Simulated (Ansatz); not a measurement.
Consider the formal exchange of groups at the Si–C bond: `N[SiH](O)C=S` + `O=C[O][SnH3]` → `N[SiH](O)[SnH3]` + `O=COC=S`.

Isolated molecules relaxed with PBE0-D4/def2-TZVP in Ansatz; ΔE leaves out vibrations. CCSD(T)/CBS adds triple-zeta CCSD(T) − MP2 to the extrapolated MP2 energy (def2 sets, frozen cores). DFT in def2-TZVPP. B3LYP here is the variant with VWN-RPA as its local correlation; programs differ in this. def2 core potentials past Kr. For Sn outer-core shells are correlated without core-valence functions, which leaves a few kJ/mol of doubt a bond. Each species was taken in one conformer, which may not be the lowest.

```csv
level,ΔE (kcal/mol),difference from CCSD(T)/CBS
PBE-D4,14.2,-7.4
r2SCAN-D4,17.3,-4.3
PBE0-D4,15.5,-6.1
B3LYP-D4,17.8,-3.8
ωB97X-V,19.0,-2.6
ωB97M-V,19.6,-2.0
B2PLYP,19.2,-2.4
PBE,13.7,-7.9
r2SCAN,17.2,-4.4
PBE0,15.1,-6.5
B3LYP,17.0,-4.6
HF/def2-TZVPP,21.7,0.1
MP2/def2-TZVPP,20.8,-0.8
SCS-MP2/def2-TZVPP,21.6,0.0
CCSD/def2-TZVPP,20.7,-0.9
CCSD(T)/def2-TZVPP,20.5,-1.1
HF/def2-QZVPP,22.2,0.6
MP2/def2-QZVPP,21.6,0.0
SCS-MP2/def2-QZVPP,22.4,0.8
HF/CBS(def2),22.3,0.7
MP2/CBS(def2),21.9,0.3
CCSD/CBS(def2),21.7,0.1
CCSD(T)/CBS,21.6,0
```

Largest T1 diagnostic among the species: 0.018.

In def2-TZVPP, CCSD(T) changes the Hartree–Fock value by −1.2 kcal/mol (the triples alone add −0.2 kcal/mol) and MP2 by −0.9 kcal/mol. From PBE to PBE0 (25 % exact exchange), in def2-TZVPP and without D4, ΔE moves by +1.4 kcal/mol.
